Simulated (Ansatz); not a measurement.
`C=C=[CH][ZnH]` → 3 C• + 4 H• + Zn (atom)  (atomization)

Calculated with Ansatz (gas phase, PBE0-D4/def2-TZVP geometries, no zero-point term in ΔE). CCSD(T)/CBS is the MP2 limit (def2-TZVPP, def2-QZVPP) plus CCSD(T) − MP2 in def2-TZVPP, frozen cores. This one scheme is used for every species, atoms too. Functionals use def2-TZVPP. No spin–orbit coupling; open shells (•) take unrestricted orbitals. Spin–orbit coupling would lower the free atoms: a little for C. For Zn outer-core shells are correlated without core-valence functions, so the limit isn't a true one: a few kJ/mol of doubt a bond, and 10 to 20 or more in all where bonds break to atoms. Scalar relativity is left out up to krypton.

`C=C=[CH][ZnH]`:

Cartesian coordinates in Å:
```
C -1.132 1.344 0.042
C -0.543 0.220 -0.264
C 0.087 -0.886 -0.527
Zn 1.705 -1.256 0.452
H -1.887 1.387 0.819
H -0.897 2.262 -0.486
H -0.324 -1.550 -1.284
H 2.991 -1.521 1.249
```

```tsv
species	CAM-B3LYP energy (Eh)
`C=C=[CH][ZnH]`	-1896.12900
C•	-37.83702
H•	-0.49881
Zn (atom)	-1779.50797
```

Q: Work out ΔE.

A: ΔE = 4 × (-0.49881) + 3 × (-37.83702) + (-1779.50797) − (-1896.12900) = 1.11473 Eh = +30.33 eV. CCSD(T)/CBS gives +30.17 eV.

Q: What do rigid-rotor, harmonic-oscillator terms from PBE0-D4/def2-TZVP frequencies (298.15 K, 1 bar) make of the CCSD(T)/CBS value? (Best estimate.)

A: Ansatz gave: ΔZPE = -1.41 eV, ΔH = +29.10 eV, ΔS = 783 J/(mol·K), ΔG = +26.68 eV. Open shells count their whole term as degenerate.

Largest T1 diagnostic among the species: 0.017.

In def2-TZVPP, CCSD(T) changes the Hartree–Fock value by +7.43 eV (the triples alone add +0.56 eV) and MP2 by +8.13 eV; breaking electron pairs costs correlation energy, which Hartree–Fock lacks. Leaving LDA and LC-ωPBE aside and taking each functional with its dispersion term where it has one, the values, not all of them listed here, spread over 1.97 eV, from BHLYP-D4 to PBE-D4. LDA lies +3.88 eV from PBE without D4, its usual overbinding. From BLYP to BHLYP (50 % exact exchange), in def2-TZVPP and without D4, ΔE moves by −0.84 eV: exact exchange takes away binding that semilocal exchange gives to molecules.

For atomizations the MP2-based limit and the directly extrapolated one differ by several kJ/mol either way, and by 10 to 25 for some Ge, Se and Sn compounds, so smaller differences from it don't rank the levels.
